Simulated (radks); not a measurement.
The table gives one normalised radial function P(r) = r R(r) of Fe+ in [Ar] 3d6 4s1 (r in bohr). All-electron calculation, non-relativistic Kohn-Sham, PBE, spin-polarised, spherical densities, point nucleus; open shells are filled with parallel spins first. Program: a radial shooting solver on a logarithmic mesh with Libxc functionals.

r         P
0.004404   0.1163
0.006676   0.1658
0.01004    0.2273
0.01522    0.2973
0.02307    0.3556
0.03469    0.3619
0.05259    0.2538
0.07972   -0.0231
0.1199    -0.4094
0.1817    -0.6524
0.2733    -0.3570
0.4143     0.5045
0.628      1.1913
0.9444     1.0321
1.432      0.4319
2.17       0.0807
3.263      0.0054
4.947      0.0001
7.439      0.0000
11.28      0.0000

Which n and l does it have? It may be an empty orbital.

Answer. n = 3, l = 0: the number of nodes gives n - l - 1 = 2, the rise at small r (about r^(l+1)) gives l, and the extent must fit the shell. The curve is that of 3s down; the table hardly tells the two spins apart. 3s down: eigenvalue -97.518 eV, 2 radial nodes at r = 0.0776, 0.331 bohr, <r> = 0.822 bohr, 90 % of the charge inside 1.23 bohr.
